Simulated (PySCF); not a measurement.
Compound: C2H6FNSi.
SMILES with atom numbers: `[H]/[N:1]=[CH:2]\[CH2:3][SiH2:4][F:5]` (hydrogens: H6 on N1; H7 on C2; H8, H9 on C3; H10, H11 on Si4)

Theory: PBE0-D3(BJ)/def2-SVP geometry optimisation, gas phase (PySCF).

Question: Give the optimised bond lengths and angles.

Answer: 
```tsv
bond	length (pm)	order
N1=C2	126.8	double
C2–C3	149.8	single
C3–Si4	188.2	single
Si4–F5	162.7	single
N1–H6	102.8	single
C2–H7	110.5	single
C3–H8, C3–H9	110.3	single
Si4–H10, Si4–H11	148.8	single
```

Bonds in one row agree within 1 pm and their mean is given. Orders are formal, as drawn. A selection of angles:
```tsv
angle	degrees
C2–N1–H6	110.3
N1–C2–C3	128.1
N1–C2–H7	116.7
C3–C2–H7	115.1
C2–C3–Si4	110.7
C2–C3–H8	111.2
Si4–C3–H8	108.3
H8–C3–H9	108.2
C3–Si4–F5	108.6
C3–Si4–H10	110.2
C3–Si4–H11	110.6
F5–Si4–H10	108.1
H10–Si4–H11	111.1
```

Torsions: N1–C2–C3–Si4 -98° (anticlinal); C2–C3–Si4–F5 -173° (antiperiplanar); H6–N1–C2–C3 -2° (synperiplanar). The mirror-image conformer, all signs reversed, is as good.

N1 (imine nitrogen) is bent (angle 110.3°). Of the pairs four or more bonds apart, H6···H8 is among the closest relative to their van der Waals radii: 2.36 Å, 98 % of the sum of Bondi's values. Si4 (fluorine-bound silicon) is tetrahedral (angles from 108.1° to 111.1°).

Point group: C1 (no symmetry element, even within 0.4 Å). Whether it is a minimum is left open (no frequencies). One conformer, not necessarily the lowest.
